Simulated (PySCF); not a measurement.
# O (oxygen, neutral) across methods

[He] 2s1 2p5, 2s spin antiparallel (an excited configuration). Computed with PySCF 2.14 in aug-cc-pVDZ (4s3p2d, 23 functions), with the non-relativistic Hamiltonian (point nucleus).

```tsv
method	E (hartree)	mean ε 2s β (eV)	mean ε 2p β (eV)	mean ε 2p α (eV)	Σ⟨r²⟩ (bohr²)	⟨S²⟩
UHF	-74.00844	-35.736	-17.886	-14.676	12.15	1.012
M06-2X	-74.3874	-29.733	-13.551	-12.849	12.08	1.001
LDA	-73.9100	-24.247	-9.512	-9.579	12.33	1.000
wB97M-V	-74.4043	-29.997	-14.174	-13.661	12.31	1.001
PBE	-74.3801	-24.374	-9.514	-9.414	12.30	1.001
BP86	-74.4574	-24.482	-9.622	-9.533	12.24	1.001
PW91	-74.4339	-24.427	-9.599	-9.502	12.30	1.001
r2SCAN	-74.3711	-25.483	-10.134	-9.740	12.12	1.003
PBE0	-74.3458	-27.393	-11.730	-10.988	12.16	1.002
```

With the s spin flipped the determinant is a mixture of two multiplicities, not a spectroscopic state.
